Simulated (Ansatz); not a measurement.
Basis-set series for FH5O5W (`[OH][W]([OH])([OH])([OH])([OH])[F]`). Total charge 0; spin multiplicity 1. W: def2 effective core potential. Geometry: relaxed with PBE0-D4/def2-TZVP. It is one conformer, not always the lowest.

```xyz
12

O     0.564   -0.455   -1.901
W    -0.060    0.014   -0.183
O    -1.798    0.243   -0.862
O     0.522    1.768   -0.402
O     1.495   -0.099    0.953
O    -1.098    0.168    1.444
F    -0.060   -1.873    0.065
H     0.461   -1.335   -2.272
H    -2.518    0.375   -0.236
H     1.398    2.079   -0.160
H     1.691   -0.975    1.297
H    -0.596    0.090    2.258
```

```tsv
functional	basis	functions	energy (Eh)	HOMO (eV)	LUMO (eV)
PBE0-D4	def2-TZVPP	312	-546.03487	-9.02	-2.50
PBE0-D4	def2-QZVPP	573	-546.06210	-9.07	-2.57
ωB97M-V	def2-TZVPP	312	-546.30422	-11.43	-0.39
ωB97M-V	def2-QZVPP	573	-546.33015	-11.49	-0.48
```

(1) Give the rows for def2-SVP. (An estimate is asked.)

## Answers

(1) Computed: 
```csv
functional,basis,functions,energy (Eh),HOMO (eV),LUMO (eV)
PBE0-D4,def2-SVP,141,-545.41139,-8.92,-2.53
ωB97M-V,def2-SVP,141,-545.66589,-11.32,-0.41
```
